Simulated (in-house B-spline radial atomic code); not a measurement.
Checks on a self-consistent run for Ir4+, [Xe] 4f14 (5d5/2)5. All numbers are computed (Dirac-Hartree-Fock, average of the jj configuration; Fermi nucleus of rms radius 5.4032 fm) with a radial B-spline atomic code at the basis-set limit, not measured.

```csv
orbital,q,ε (Eh),<1/r>,<r²>,small-component weight
1s1/2,2,-2817.13692,92.1332,0.00041955,0.085008
2s1/2,2,-499.48844,22.5692,0.00635447,0.019417
2p1/2,2,-477.52760,22.486,0.0045284,0.019449
2p3/2,4,-417.61554,18.577,0.00571703,0.017407
3s1/2,2,-120.58616,8.29987,0.0412316,0.0064692
3p1/2,2,-110.80094,8.19968,0.0378003,0.0063972
3p3/2,4,-97.49365,7.1895,0.0442198,0.0058182
3d3/2,4,-81.36657,7.06552,0.0341866,0.0056728
3d5/2,6,-78.53213,6.8324,0.0359329,0.0055139
4s1/2,2,-28.40514,3.47888,0.202304,0.0021348
4p1/2,2,-24.23133,3.36575,0.207915,0.0020407
4p3/2,4,-21.06025,3.03399,0.239677,0.0018398
4d3/2,4,-14.20465,2.81803,0.257629,0.001633
4d5/2,6,-13.63448,2.7396,0.269175,0.0015782
4f5/2,6,-4.85689,2.34787,0.33281,0.0012045
4f7/2,8,-4.75001,2.30869,0.346693,0.0011743
5s1/2,2,-5.97239,1.36945,1.08647,0.00049476
5p1/2,2,-4.45243,1.26432,1.25609,0.00043442
5p3/2,4,-4.06505,1.14025,1.4837,0.00036957
5d5/2,5,-2.09075,0.862224,2.53177,0.00022188
```

Electron-electron repulsion V_ee = 6492.1881 hartree.

Problem. What total energy follows from the eigenvalues?

Solution. The eigenvalues count the repulsion twice, so E = Σqε - V_ee = -11351.020 - 6492.188 = -17843.208 hartree; the run printed -17843.208.

Problem. Does the Dirac virial theorem hold?

Solution. For a point nucleus E = -2c²Σq·w, with w the small-component weight. Here Σq·w = 0.47494 and c = 137.0360, so the ratio E/(-2c²Σq·w) is 1.000319; the finite nucleus accounts for the departure from 1.

Problem. What diamagnetic shielding (Lamb formula) and susceptibility (Langevin formula) do the radii give?

Solution. σ = (α²/3)Σq<1/r> = 579.93/(3·137.036²) = 10294 ppm, and χ = -0.79199×10⁻⁶·Σq<r²> = -26.3×10⁻⁶ cm³/mol with Σq<r²> = 33.207 bohr². Both are non-relativistic formulas without the paramagnetism of open shells; for so heavy an element the full relativistic shielding is larger by tens of per cent.
